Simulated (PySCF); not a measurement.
Spinor energies of Nb²⁴⁺ (niobium, charge +24)

Start: [Ne] 3s2 3p5; 3p1/2 filled at m_j = -1/2, +1/2; 3p3/2 filled at m_j = -1/2, +1/2, +3/2. Calculated with PySCF 2.14 in an uncontracted even-tempered set (19 s from 3.2 bohr⁻², ratio 2.4; 14 p from 4.2 bohr⁻², ratio 2.4; 5 d from 18 bohr⁻², ratio 2.6; 4 f from 27 bohr⁻², ratio 2.6): generalised Hartree-Fock with the X2C-1e Hamiltonian and a Gaussian nucleus; one run each with spin-orbit coupling (SO) switched off, then screened by Boettger's factors.

| spinor shell | electrons | ε, spin-free (eV) | ε, screened SO (eV) | weight of nominal j (screened SO) | rms radius, screened SO (bohr) |
| --- | --- | --- | --- | --- | --- |
| 1s1/2 | 2 | -20153.1 | -20151.8 | 1.000 | 0.0415 |
| 2s1/2 | 2 | -3783.7 | -3783.1 | 1.000 | 0.169 |
| 2p1/2 | 2 | -3488.3 | -3556.3 | 1.000 | 0.147 |
| 2p3/2 | 4 | -3488.3 | -3455.9 | 1.000 | 0.151 |
| 3s1/2 | 2 | -1341.7 | -1341.5 | 1.000 | 0.421 |
| 3p1/2 | 2 | -1242.4 | -1256.7 | 0.986 | 0.411 |
| 3p3/2 | 3 | -1242.4 | -1235.4 | 0.991 | 0.418 |

| quantity | spin-free | screened SO |
| --- | --- | --- |
| E (hartree) | -3448.62029 | -3449.28409 |
| M_J | 3/2 | 3/2 |
| ⟨J²⟩ | 3.751 | 3.751 |
| ⟨L²⟩ | 2.001 | 2.004 |
| ⟨S²⟩ | 0.750 | 0.754 |

Each row is a mean over spinors that exchange with the open shell spreads, by up to 13.666 eV (3s1/2).

Breit and QED terms are absent; they matter most for the inner s and p1/2 levels.

Densities and radii are taken from the X2C orbitals without a picture-change correction, which distorts them close to the nucleus.

Without spin-orbit coupling the j labels of p, d and f shells carry no meaning; the spin-free column gives the mean over the occupied spinors of each nl shell.
